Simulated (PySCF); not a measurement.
Cl2O2W, singlet, at a GFN2-xTB geometry (such geometries of metal compounds can be far from the true shape) (core potentials on W); B3LYP/def2-SVP run with PySCF.

The PySCF input:
```python
from pyscf import gto, scf, dft

mol = gto.Mole()
mol.atom = '''
    W     0.22070827   -0.04383696    0.07248437
    O     1.42106711   -0.59757683   -0.95677366
    O     0.71530292    0.17325209    1.65839413
    Cl   -0.53569036    1.84374011   -0.68801677
    Cl   -1.43039034   -1.45323815    0.04232223
'''
mol.basis = 'def2-svp'
mol.ecp = {'W': 'def2-svp'}
mol.verbose = 4
mol.build()

mf = dft.RKS(mol)
mf.xc = 'b3lyp'
mf.grids.atom_grid = (99, 590)
mf.grids.prune = None
mf.kernel()
```

The log (banner, timings and long lists left out):

```
PySCF version 2.14.0

[INPUT] verbose = 4
[INPUT] num. atoms = 5
[INPUT] num. electrons = 64
[INPUT] charge = 0
[INPUT] spin (= nelec alpha-beta = 2S) = 0
[INPUT] symmetry False subgroup None
[INPUT] Mole.unit = angstrom
[INPUT] Symbol           X                Y                Z      unit          X                Y                Z       unit  Magmom
[INPUT]  1 W      0.220708270000  -0.043836960000   0.072484370000 AA    0.417078183727  -0.082839848534   0.136975607612 Bohr   0.0
[INPUT]  2 O      1.421067110000  -0.597576830000  -0.956773660000 AA    2.685427642527  -1.129256547086  -1.808040180598 Bohr   0.0
[INPUT]  3 O      0.715302920000   0.173252090000   1.658394130000 AA    1.351726614902   0.327399000608   3.133910712286 Bohr   0.0
[INPUT]  4 Cl    -0.535690360000   1.843740110000  -0.688016770000 AA   -1.012308067970   3.484163852775  -1.300163264408 Bohr   0.0
[INPUT]  5 Cl    -1.430390340000  -1.453238150000   0.042322230000 AA   -2.703045993824  -2.746222097270   0.079977423681 Bohr   0.0

nuclear repulsion = 334.248301187683
number of shells = 40
number of NR pGTOs = 177
number of NR cGTOs = 96
basis = def2-svp
ecp = {'W': 'def2-svp'}

******** <class 'pyscf.dft.rks.RKS'> ********
method = RKS
initial guess = minao
damping factor = 0
level_shift factor = 0
DIIS = <class 'pyscf.scf.diis.CDIIS'>
diis_start_cycle = 1
diis_space = 8
diis_damp = 0
SCF conv_tol = 1e-09
SCF conv_tol_grad = None
SCF max_cycles = 50
direct_scf = True
direct_scf_tol = 1e-13
XC library pyscf.dft.libxc version 7.1.2
    S. Lehtola, C. Steigemann, M. J. T. Oliveira, and M. A. L. Marques,  SoftwareX 7, 1–5 (2018)
XC functionals = b3lyp
    P. J. Stephens, F. J. Devlin, C. F. Chabalowski, and M. J. Frisch,  J. Phys. Chem. 98, 11623 (1994)
radial grids:
    Treutler-Ahlrichs [JCP 102, 346 (1995); DOI:10.1063/1.469408] (M4) radial grids

becke partition: Becke, JCP 88, 2547 (1988); DOI:10.1063/1.454033
pruning grids: None
grids dens level: 3
symmetrized grids: False
atomic radii adjust function: <function treutler_atomic_radii_adjust>
User specified grid scheme (99, 590)
small_rho_cutoff = 0
Set gradient conv threshold to 3.16228e-05
Initial guess from minao.
tot grids = 292056
init E= -1125.4598271839
  HOMO = -0.560833179943803  LUMO = -0.330356554952209  gap/eV = 6.27159
cycle= 1 E= -1137.30062511659  delta_E= -11.8  |g|= 1.54  |ddm|= 7.26
  HOMO = -0.0854637904817804  LUMO = -0.0798885552063861  gap/eV = 0.15171
cycle= 2 E= -1129.87351643167  delta_E= 7.43  |g|= 5.34  |ddm|= 6.18
  HOMO = -0.306388269031928  LUMO = -0.0707325814477782  gap/eV = 6.41252
cycle= 3 E= -1137.7307241689  delta_E= -7.86  |g|= 0.43  |ddm|= 5.69
  HOMO = -0.358829087390611  LUMO = -0.144778269551182  gap/eV = 5.82462
cycle= 4 E= -1137.7738511056  delta_E= -0.0431  |g|= 0.149  |ddm|= 0.617
  HOMO = -0.336917563422483  LUMO = -0.118388806797087  gap/eV = 5.94647
cycle= 5 E= -1137.77836711683  delta_E= -0.00452  |g|= 0.0363  |ddm|= 0.169
  HOMO = -0.342297953614361  LUMO = -0.12053222372886  gap/eV = 6.03455
cycle= 6 E= -1137.77868344212  delta_E= -0.000316  |g|= 0.0183  |ddm|= 0.0614
  HOMO = -0.340765409623053  LUMO = -0.118842614643771  gap/eV = 6.03883
cycle= 7 E= -1137.77877001943  delta_E= -8.66e-05  |g|= 0.00368  |ddm|= 0.0226
  HOMO = -0.341219072397615  LUMO = -0.119136096769968  gap/eV = 6.04319
cycle= 8 E= -1137.77877305698  delta_E= -3.04e-06  |g|= 0.000793  |ddm|= 0.0037
  HOMO = -0.341235236571255  LUMO = -0.119112796837875  gap/eV = 6.04426
cycle= 9 E= -1137.77877318758  delta_E= -1.31e-07  |g|= 0.000256  |ddm|= 0.00071
  HOMO = -0.341241189097298  LUMO = -0.119108429013943  gap/eV = 6.04454
cycle= 10 E= -1137.77877319244  delta_E= -4.86e-09  |g|= 0.000224  |ddm|= 0.000258
  HOMO = -0.341247621290329  LUMO = -0.11910758955955  gap/eV = 6.04474
cycle= 11 E= -1137.77877320117  delta_E= -8.73e-09  |g|= 8.76e-05  |ddm|= 0.000199
  HOMO = -0.341251980955001  LUMO = -0.119107292936136  gap/eV = 6.04486
cycle= 12 E= -1137.77877320278  delta_E= -1.61e-09  |g|= 9.14e-06  |ddm|= 7.25e-05
  HOMO = -0.34125156754835  LUMO = -0.119107569405741  gap/eV = 6.04485
cycle= 13 E= -1137.77877320279  delta_E= -1.66e-11  |g|= 1.72e-06  |ddm|= 7.24e-06
  HOMO = -0.341251261384799  LUMO = -0.119107841681797  gap/eV = 6.04483
Extra cycle  E= -1137.77877320279  delta_E= 1.59e-12  |g|= 4.58e-06  |ddm|= 4.99e-06
converged SCF energy = -1137.77877320279
```
